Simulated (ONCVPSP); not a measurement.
# What one change does to a pseudopotential (Br, ONCV)

```
Element                 : bromine (Br)
Generator               : ONCVPSP 4.0.1
Type                    : optimised norm-conserving Vanderbilt (ONCV)
Functional              : PW91
Relativity              : scalar-relativistic
Frozen core             : [Ar] 3d10
Valence charge          : 7
Reference configuration : 4s2 4p5
Partial waves           : 4s: rc 1.40 bohr, ncon 4, nbas 8, qcut 4.6 1/bohr, 2 projectors, debl 2 Ha; 4p: rc 1.30 bohr, ncon 3, nbas 6, qcut 5.7 1/bohr, 2 projectors, debl 2.8 Ha; d scattering state at 0.11 Ha: rc 1.25 bohr, ncon 3, nbas 6, qcut 6.6 1/bohr, 2 projectors, debl 0.6 Ha
Local potential         : polynomial inside 1.15 bohr (lpopt 5, dvloc0 3 Ha)
Core correction         : Teter function, fcfact 3.5, rcfact 1.15
```

Change: all radii but the core radius scaled by about 1.06 (s 1.48, p 1.38, d 1.32 bohr); local potential polynomial inside 1.22 bohr (lpopt 5, dvloc0 3 Ha).

Cutoffs: the cutoffs (Ha) at which the residual kinetic energy of the hardest occupied pseudo-wave falls to 1 and 0.1 mHa per electron; they do not see the model core or the augmentation charge, which bear on the density cutoff. Errors are all-electron minus pseudo energies relative to the spin-unpolarised reference configuration.

Question: How do hardness, ghosts and transferability respond?

Answer: The potential gets neither clearly harder nor softer (21 Ha and 74 Ha → 20 Ha and 70 Ha); both files keep a bound ghost (d); of the 4 tests that both files solve, the error grows in 0 and shrinks in 3 by more than 15 % and 0.3 meV (median size 22.0 → 18.0 meV). That the errors move this way runs against the usual rule that smaller radii transfer better.

| quantity | base | changed |
| --- | --- | --- |
| cutoff, loose | 21 Ha | 20 Ha |
| cutoff, tight | 74 Ha | 70 Ha |
| loose cutoff by channel | s 21 Ha, p 12 Ha | s 20 Ha, p 12 Ha |
| bound ghosts | d | d |
| GHOST(+) flags under 300 eV | s at 116.8 eV | s at 148.5 eV |
| error for 4s2 4p4, meV [ΔE 12.61 eV] | -4.5 | -3.5 |
| error for 4s2 4p3, meV [ΔE 35.44 eV] | -14 | -12 |
| error for 4s2 4p2, meV [ΔE 69.52 eV] | -30 | -24 |
| error for 4s2 4p1, meV [ΔE 115.66 eV] | -43 | -32 |
| rms error of d²Exc/dni dnj with the model core, mHa | 2.19 | 2.13 |

 A true bound ghost makes a file unfit for plane-wave use even where its test errors are small: the radial tests pick states by their node count and pass the ghost by.
